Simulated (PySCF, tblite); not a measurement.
Isomers of C7H11BO2. Method: GFN2-xTB as coded in tblite; computed harmonic values from a numerical Hessian at the method's own geometry, unscaled. Against measured fundamentals such values can be off by several per cent, at times by over 20. Modes of hydrogen on boron can be 10 to 20 % off. One conformer each.

Electronic energies: PBE0-D3(BJ)/def2-SVP at its own geometries (PySCF, gas phase).

| SMILES | electronic energy, lowest = 0 (kJ/mol) |
| --- | --- |
| C#C[C@H](CC=C)CB(O)O | 125.0 |
| [BH2-]1OC=CC(C2CCC2)=[O+]1 | 141.4 |
| C#C[C@H](C)B1OCCCO1 | 88.3 |
| C=C/C=C/B1OCCCO1 | 0.0 |
| C#CC[C@@H](C)B1OCCO1 | 108.2 |
| C=C(C)/C=C\[C@H]1COBO1 | 62.5 |
| C=C/C=C\B1OCCCO1 | 5.0 |

Q: How do GFN2-xTB zero-point energies change the relative energies?

A: 
```csv
SMILES,ZPE (kJ/mol),of it from modes above 1550 cm⁻¹,electronic (kJ/mol),"with ZPE, lowest = 0 (kJ/mol)",lowest mode (cm⁻¹),rings
C=C/C=C/B1OCCCO1,445.2,217.3,0.0,0.0,40,1
C=C/C=C\B1OCCCO1,445.9,217.2,5.0,5.7,27,1
C=C(C)/C=C\[C@H]1COBO1,442.7,217.2,62.5,60.0,25,1
C#C[C@H](C)B1OCCCO1,444.8,211.6,88.3,87.8,22,1
C#CC[C@@H](C)B1OCCO1,443.7,211.7,108.2,106.7,15,1
C#C[C@H](CC=C)CB(O)O,435.5,231.5,125.0,115.3,52,0
[BH2-]1OC=CC(C2CCC2)=[O+]1,442.7,202.2,141.4,139.0,40,2
```

The zero-point energies span 10.4 kJ/mol, from `C#C[C@H](CC=C)CB(O)O` to `C=C/C=C\B1OCCCO1`. The order is unchanged.

Q: And how do the electronic energies of GFN2-xTB itself compare?

A: `C=C/C=C/B1OCCCO1` 22.6; `C=C/C=C\B1OCCCO1` 25.5; `C=C(C)/C=C\[C@H]1COBO1` 0.0; `C#C[C@H](C)B1OCCCO1` 56.8; `C#CC[C@@H](C)B1OCCO1` 71.9; `C#C[C@H](CC=C)CB(O)O` 149.2; `[BH2-]1OC=CC(C2CCC2)=[O+]1` 23.4 kJ/mol, lowest = 0. Against the energies above, taken from the same isomer `C=C/C=C/B1OCCCO1`, the largest difference is 140.6 kJ/mol. The two levels were optimised apart and needn't hold the same conformer.

Q: What do entropy and thermal enthalpy add at 298.15 K and 1 bar (rigid rotor, harmonic oscillator, one conformer each)?

A: 
```json
{"SMILES": "C=C/C=C/B1OCCCO1", "point group": "C1", "symmetry number": "1", "S (J/(mol K))": "422.0", "H − H(0) (kJ/mol)": "29.68", "ZPE + H − H(0) − TS (kJ/mol)": "349.0"}
{"SMILES": "C=C/C=C\\B1OCCCO1", "point group": "C1", "symmetry number": "1", "S (J/(mol K))": "419.7", "H − H(0) (kJ/mol)": "29.27", "ZPE + H − H(0) − TS (kJ/mol)": "350.0"}
{"SMILES": "C=C(C)/C=C\\[C@H]1COBO1", "point group": "C1", "symmetry number": "1", "S (J/(mol K))": "420.9", "H − H(0) (kJ/mol)": "29.18", "ZPE + H − H(0) − TS (kJ/mol)": "346.4"}
{"SMILES": "C#C[C@H](CC=C)CB(O)O", "point group": "C1", "symmetry number": "1", "S (J/(mol K))": "449.9", "H − H(0) (kJ/mol)": "33.87", "ZPE + H − H(0) − TS (kJ/mol)": "335.3"}
{"SMILES": "[BH2-]1OC=CC(C2CCC2)=[O+]1", "point group": "C1", "symmetry number": "1", "S (J/(mol K))": "414.0", "H − H(0) (kJ/mol)": "27.88", "ZPE + H − H(0) − TS (kJ/mol)": "347.2"}
```

Not tabulated: `C#C[C@H](C)B1OCCCO1` (lowest mode only 22 cm⁻¹); `C#CC[C@@H](C)B1OCCO1` (lowest mode only 15 cm⁻¹).
